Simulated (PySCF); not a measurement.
# Vibration and rotation of TcBr

UHF-SCS-MP2 constants of TcBr, ⁷Σ⁺ (septet), unpaired electrons σ ↑↑, π ↑↑, δ ↑↑ (Tc def2-TZVPP with ECP28, Br def2-TZVPP; scalar-relativistic core potentials (PySCF 2.14); masses 98.9072 and 78.9183 u):

| Quantity | Value |
| --- | --- |
| ωe | 242.9 cm⁻¹ |
| ωexe | 0.577 cm⁻¹ |
| Be | 0.061245 cm⁻¹ |
| αe | 0.000210 cm⁻¹ |
| D (centrifugal) | 1.56e-08 cm⁻¹ |

Problem. Give the vibrational terms G(v) and spacings up to v = 6.

Solution. G(v) = ωe(v+½) − ωexe(v+½)².

```
v  G(v) (cm⁻¹)  G(v) − G(v−1)  Bv (cm⁻¹)
0        121.3                   0.06114
1        363.1          241.7    0.06093
2        603.6          240.6    0.06072
3        843.1          239.4    0.06051
4       1081.4          238.3    0.06030
5       1318.5          237.1    0.06009
6       1554.5          236.0    0.05988
```

Correlated steps freeze 9 core orbitals. Spin–orbit coupling is left out, which matters for elements this heavy, above all for dissociation energies. With d or f electrons several states lie close, and the lowest PBE0 determinant need not be the measured ground state.
